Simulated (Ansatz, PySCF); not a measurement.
Molecule: TeCl (charge 0, doublet). SMILES: Cl[Te]
Geometry from a B3LYP-D3(BJ)/def2-TZVP (Ansatz, a quantum-chemistry and plane-wave program) optimisation:
```xyz
2

Te     0.0000     0.0000    -0.5765
Cl     0.0000     0.0000     1.7634
```
Charge 0, spin multiplicity 2.

Property: atomisation energy, in kcal/mol. Terms: valence correlation only (noble-gas shells and the d and f shells of earlier blocks); def2 sets with scalar-relativistic core potentials past Kr; UHF or UKS for open shells; LANL2DZ with its own core potentials from Na on; atomisation electronic, to ground-state atoms; six Cartesian d functions in 6-31G* and its kin unless marked 5d; STO-3G and 3-21G all-electron and non-relativistic; no spin-orbit coupling. First-principles rows: single points at B3LYP-D3(BJ) geometries (Ansatz).

```csv
level,program,atomisation energy (kcal/mol)
HF/3-21G,Ansatz,11.4
HF/LANL2DZ,Ansatz,8.2
HF/6-31G* with LANL2DZ past Ar,Ansatz,14.6
SVWN5/6-31G* with LANL2DZ past Ar,Ansatz,71.1
PBE/STO-3G,Ansatz,77.8
PBE/LANL2DZ,Ansatz,50.4
PBE/def2-SVP,Ansatz,67.0
PBE/6-31G* with LANL2DZ past Ar,Ansatz,57.9
BLYP/6-31G* with LANL2DZ past Ar,Ansatz,53.8
BP86/def2-SVP,PySCF,65.8
B3LYP/STO-3G,Ansatz,70.6
B3LYP/def2-SVP,Ansatz,59.1
B3LYP/6-31G* with LANL2DZ past Ar,Ansatz,50.4
MP2/LANL2DZ,Ansatz,25.1
PBE/def2-TZVPD,Ansatz,70.4
B3LYP/def2-TZVPD,Ansatz,62.8
B2PLYP-D3(BJ)/def2-TZVPD,Ansatz + dftd3,62.7
```

No value to compare with is used here. The 14 habitual levels span 8.2 (HF/LANL2DZ) to 77.8 kcal/mol (PBE/STO-3G); PBE/def2-TZVPD gives 70.4.

The levels are drawn from those run, B3LYP/6-31G* more often than the rest, none by its result; runs whose electronic state is in doubt are left out.
